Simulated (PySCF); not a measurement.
Compound: [Y(H2O)6]3+ (charge +3 and singlet state).
Bonds: Y1–O2, Y1–O5, Y1–O8, Y1–O11, Y1–O14, Y1–O17. Hydrogens: H3, H4 on O2; H6, H7 on O5; H9, H10 on O8; H12, H13 on O11; H15, H16 on O14; H18, H19 on O17.
The ion is multiply charged and has no counter-ions or solvent.

Computed by this run: PySCF 2.14.0, PBE0-D3(BJ)/def2-SVP geometry optimisation, gas phase, def2 core potentials past Kr; density fitting, grid level 1; the optimiser is geomeTRIC in internal coordinates, started from a GFN2-xTB structure with every atom displaced at random (about 0.03 Å).

Step 3: E = -13476.7293 eV
```
atom  x, y, z in Å  |  force x, y, z in eV/Å
Y1      0.0414   -0.0503    0.0087   -0.142   0.260  -0.060
O2      0.1204    0.1608    2.3103    0.101   0.001   0.017
H3      0.0590    0.9851    2.8306   -0.023  -0.004   0.004
H4      0.3035   -0.5288    2.9776   -0.050  -0.010   0.009
O5     -0.1578   -0.1462   -2.3007    0.060  -0.027   0.031
H6     -0.2384    0.5962   -2.9300   -0.011  -0.007  -0.003
H7     -0.1452   -0.9421   -2.8669   -0.022   0.016  -0.015
O8      2.3379    0.1703   -0.1663    0.008  -0.075   0.024
H9      2.9953    0.2709    0.5498   -0.008   0.017  -0.022
H10     2.8751    0.1372   -0.9813    0.022   0.023  -0.003
O11    -2.2752   -0.1245    0.1632   -0.021  -0.004  -0.070
H12    -2.8175   -0.1126    0.9752   -0.011  -0.005  -0.013
H13    -2.9283   -0.1767   -0.5637    0.066  -0.004   0.088
O14    -0.1682    2.2616   -0.1185    0.064  -0.043  -0.018
H15    -0.9890    2.7890   -0.1308   -0.008   0.021   0.012
H16     0.5464    2.9232   -0.1962   -0.035  -0.006   0.008
O17     0.1206   -2.3391    0.1404   -0.001  -0.171   0.043
H18    -0.6378   -2.9451    0.2523   -0.015   0.000  -0.013
H19     0.8950   -2.9353    0.1309    0.025   0.018  -0.018
```

Step 4: E = -13476.7331 eV
```
atom  x, y, z in Å  |  force x, y, z in eV/Å
Y1      0.0363   -0.0423    0.0073   -0.066   0.092  -0.005
O2      0.1219    0.1645    2.3154    0.077   0.001  -0.026
H3      0.0587    0.9875    2.8372   -0.016  -0.002   0.003
H4      0.2948   -0.5274    2.9828   -0.040  -0.014   0.002
O5     -0.1579   -0.1448   -2.3017    0.047  -0.024   0.022
H6     -0.2382    0.5982   -2.9301   -0.008   0.005  -0.005
H7     -0.1509   -0.9391   -2.8704   -0.015   0.007   0.002
O8      2.3388    0.1649   -0.1689   -0.004  -0.064  -0.031
H9      2.9949    0.2673    0.5473    0.003   0.014   0.006
H10     2.8790    0.1333   -0.9830   -0.016   0.017   0.030
O11    -2.2761   -0.1214    0.1630    0.030   0.007   0.033
H12    -2.8224   -0.1109    0.9725    0.007  -0.005   0.004
H13    -2.9262   -0.1768   -0.5624   -0.023  -0.013  -0.036
O14    -0.1677    2.2661   -0.1205   -0.007  -0.022  -0.015
H15    -0.9886    2.7950   -0.1300    0.012  -0.007   0.012
H16     0.5450    2.9288   -0.1980    0.012   0.012   0.004
O17     0.1227   -2.3499    0.1424    0.004  -0.025   0.025
H18    -0.6305   -2.9624    0.2527    0.000   0.005  -0.011
H19     0.9037   -2.9371    0.1291    0.005   0.015  -0.013
```

Step 5: E = -13476.7346 eV
```
atom  x, y, z in Å  |  force x, y, z in eV/Å
Y1      0.0311   -0.0340    0.0060   -0.033   0.003   0.016
O2      0.1248    0.1657    2.3154    0.054  -0.002  -0.026
H3      0.0609    0.9857    2.8419   -0.008   0.001   0.000
H4      0.2867   -0.5312    2.9806   -0.031  -0.013  -0.004
O5     -0.1575   -0.1444   -2.3012    0.033  -0.013   0.000
H6     -0.2373    0.5972   -2.9315   -0.005   0.006   0.000
H7     -0.1560   -0.9394   -2.8690   -0.009  -0.002   0.007
O8      2.3355    0.1568   -0.1693   -0.006  -0.048  -0.021
H9      2.9902    0.2608    0.5481    0.001   0.010   0.009
H10     2.8780    0.1262   -0.9818   -0.017   0.011   0.019
O11    -2.2787   -0.1191    0.1625    0.006   0.005   0.017
H12    -2.8239   -0.1102    0.9729    0.002  -0.005  -0.004
H13    -2.9292   -0.1788   -0.5630   -0.009  -0.010  -0.010
O14    -0.1668    2.2715   -0.1228   -0.010   0.003  -0.013
H15    -0.9873    2.8012   -0.1291    0.012  -0.008   0.010
H16     0.5459    2.9345   -0.2004    0.011   0.004   0.003
O17     0.1268   -2.3504    0.1445    0.012   0.050   0.012
H18    -0.6201   -2.9703    0.2534   -0.002   0.001  -0.008
H19     0.9142   -2.9286    0.1274   -0.001   0.007  -0.008
```

Step 6: E = -13476.7361 eV
```
atom  x, y, z in Å  |  force x, y, z in eV/Å
Y1      0.0219   -0.0199    0.0042   -0.009  -0.073   0.025
O2      0.1308    0.1651    2.3127    0.018  -0.005  -0.009
H3      0.0669    0.9793    2.8483    0.004   0.001  -0.002
H4      0.2726   -0.5419    2.9718   -0.015  -0.006  -0.008
O5     -0.1559   -0.1456   -2.3007    0.012  -0.001  -0.025
H6     -0.2344    0.5926   -2.9356    0.001   0.002   0.005
H7     -0.1638   -0.9438   -2.8639    0.000  -0.006   0.011
O8      2.3273    0.1401   -0.1689   -0.004  -0.018   0.008
H9      2.9789    0.2466    0.5511   -0.002   0.001   0.003
H10     2.8725    0.1108   -0.9789   -0.006   0.003  -0.003
O11    -2.2855   -0.1170    0.1632   -0.013  -0.001   0.007
H12    -2.8310   -0.1116    0.9733    0.002  -0.001   0.000
H13    -2.9361   -0.1852   -0.5619   -0.002  -0.005  -0.005
O14    -0.1647    2.2833   -0.1265    0.001   0.028  -0.006
H15    -0.9833    2.8161   -0.1267    0.003  -0.004   0.006
H16     0.5496    2.9451   -0.2041    0.004  -0.008   0.002
O17     0.1367   -2.3415    0.1481    0.015   0.103  -0.006
H18    -0.5995   -2.9742    0.2548   -0.002  -0.002  -0.003
H19     0.9343   -2.9047    0.1241   -0.006  -0.007  -0.002
```

Problem. Estimate the geometry and energy of step 7. (The exact step hangs on the optimiser's Hessian estimate; all steps are aligned on step 6, rigid shifts and turns removed.)

Solution. E = -13476.7368 eV, largest force 0.093 eV/Å
```
atom  x, y, z in Å  |  force x, y, z in eV/Å
Y1      0.0127   -0.0074    0.0029   -0.008  -0.075   0.014
O2      0.1365    0.1629    2.3093   -0.013  -0.005   0.010
H3      0.0747    0.9714    2.8538    0.014   0.001  -0.003
H4      0.2594   -0.5539    2.9615   -0.001  -0.001  -0.006
O5     -0.1540   -0.1490   -2.3015   -0.004   0.002  -0.028
H6     -0.2303    0.5842   -2.9424    0.004   0.001   0.005
H7     -0.1696   -0.9519   -2.8576    0.006  -0.006   0.009
O8      2.3181    0.1238   -0.1669    0.003   0.006   0.020
H9      2.9679    0.2321    0.5545   -0.002  -0.005   0.003
H10     2.8649    0.0954   -0.9756    0.002  -0.003  -0.017
O11    -2.2943   -0.1176    0.1643   -0.015  -0.009  -0.002
H12    -2.8389   -0.1159    0.9750   -0.002   0.003  -0.002
H13    -2.9451   -0.1942   -0.5602    0.005   0.002   0.006
O14    -0.1620    2.2964   -0.1288    0.006   0.026   0.001
H15    -0.9777    2.8333   -0.1232   -0.002   0.000   0.002
H16     0.5554    2.9550   -0.2063    0.002  -0.009  -0.001
O17     0.1470   -2.3256    0.1503    0.013   0.091  -0.016
H18    -0.5802   -2.9689    0.2551   -0.001  -0.004   0.000
H19     0.9526   -2.8767    0.1203   -0.007  -0.013   0.004
```

The energy changes by -0.0007 eV. The first-order estimate −F·Δx gives -0.0020 eV and the mean of the old and new forces, exact on a quadratic surface, -0.0013 eV. The step makes an angle of 78° with the force vector and moves no atom by more than 0.034 Å.

What follows is the cost of the whole optimisation. On one thread, Arm Neoverse V1 (aarch64), on a shared host, this took 3.3 min wall and 0.73 GiB of memory at its peak.
